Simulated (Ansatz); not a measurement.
System: TiI2, net charge 0, triplet state. The spin state was set by rule; other spins were not relaxed. SMILES: [I][Ti][I]
Geometry: optimised at B3LYP-D3(BJ)/def2-TZVP (Ansatz, an electronic-structure program).

Parts of the frozen-core correlation energy in STO-3G (Ansatz, hartree). Frozen orbitals: 55; correlated occupied orbitals by spin: 10 and 8; virtual: 7 and 9. UHF or UKS for open shells. Spin-orbit coupling is left out. In def2 rows, elements after Kr have scalar-relativistic effective core potentials. STO-3G rows are all-electron and non-relativistic.

```
term                              value
-------------------------  ------------
reference (HF)             -14541.25976
MP2 opposite-spin              -0.02378
MP2 same-spin                  -0.00870
CCSD correlation               -0.04202
(T)                            -0.00330
T1 diagnostic                     0.018
largest doubles amplitude         0.037
<S^2> of the reference            2.014
```
